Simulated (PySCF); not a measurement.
C6H13O3 (cation, charge +1), SMILES C(COC)(OC(C)=[OH+])C at its GFN2-xTB optimised geometry (Å):

```
22

C      1.3753     1.2575     0.0000
O      0.8700     0.5448    -1.1149
C      1.2631     1.0967    -2.3508
C      0.6053     0.2630    -3.4602
C      0.6746     0.9149    -4.8250
O     -0.7954     0.1821    -3.0659
C     -1.1906    -0.6707    -2.2275
C     -2.5479    -0.5030    -1.6683
O     -0.4489    -1.6834    -1.9155
H      1.0143     2.2903     0.0000
H      1.0126     0.7401     0.8847
H      2.4680     1.2575     0.0000
H      2.3526     1.0593    -2.4736
H      0.9325     2.1428    -2.4229
H      1.0258    -0.7465    -3.4675
H      0.1843     0.2931    -5.5686
H      0.1920     1.8879    -4.8075
H      1.7137     1.0427    -5.1125
H     -2.4680    -0.2315    -0.6129
H     -3.1201    -1.4290    -1.7273
H     -3.0796     0.2917    -2.1858
H     -0.8159    -2.2903    -1.2510
```

Computed with PBE0/def2-SVP (PySCF). Cells within 0.4 Å of a nucleus heavier than hydrogen are left out (blank, or x).

Map of the electrostatic potential (hartree/e), clipped to [0.07, 0.21] on the plane z = 0.0 Å:

```
|000000111111111111111110000|
|000011111111222222211111000|
|001111111222222332222111100|
|111111222222233444322211110|
|111122222223345786433222111|
|112222222333348999743322211|
|122223333333459999954432211|
|222333333333459999998653221|
|223334444444459999999984321|
|2334445544444699xxx99995321|
|33445566554446999x999995321|
|334567876654459999999974321|
|345689998765447999996543221|
|345799999765444677644332221|
|345799999876544333333222211|
|445699999877544332222222111|
|445679999987654332222222111|
|345667889998765433222221111|
|345567789999875433222211110|
|344566789999976543322211110|
|334556789999976543322111100|
|334456678999876543222111100|
|233445667888765433222111000|
|223344556777655433221111000|
|222334455555544332211110000|
|122233344444443322211100000|
|112223333333333222111000000|
```
Scale: ten equal steps from 0.072 (start of '0') to 0.214 (end of '9'), in the order '0123456789'; x runs from -4.50 to 4.50, y from -4.50 (bottom) to 4.50 (top).
